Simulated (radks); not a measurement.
Task: Radial electron density D(r) = 4 pi r^2 rho(r) of an atom or ion with 28 electrons. Method: Dirac Kohn-Sham, PBE, spin-unpolarised, spherical densities, finite nucleus; Fermi nuclear charge, rms radius of each element as measured or else 0.836 A^(1/3) + 0.57 fm; computed with a radial shooting solver on a logarithmic mesh with Libxc functionals.

r (bohr),D(r) (e/bohr)
0.003613,5.676
0.00463,8.461
0.005934,12.34
0.007665,17.70
0.009822,24.21
0.01269,31.90
0.01626,39.33
0.02083,45.18
0.02691,47.76
0.03449,46.14
0.04455,41.90
0.05709,39.60
0.07316,43.17
0.0945,51.93
0.1211,57.27
0.1564,51.51
0.2005,39.04
0.2569,33.01
0.3318,37.59
0.4252,39.69
0.5493,29.44
0.7039,14.60
0.902,4.962
1.165,1.350
1.493,0.3749
1.929,0.06582
2.472,0.005070
3.167,0.0001192

What is the nuclear charge?

Result: Z = 38. The innermost maximum, from 1s, lies near gamma/Z bohr with gamma = sqrt(1 - (Z/c)^2) = 0.961, here 0.0253 bohr (found: 0.0276), and its height grows with Z. The density is that of the strontium ion Sr10+ in [Ar] 3d9.5 4s0.5; the configuration itself is not fixed sharply by these data, and Z only to a few units. D(r) has 3 maxima, at r = 0.0276, 0.122, 0.396 bohr, and minima at 0.0566, 0.257 bohr, inside which lie 2.08, 11.15 electrons.
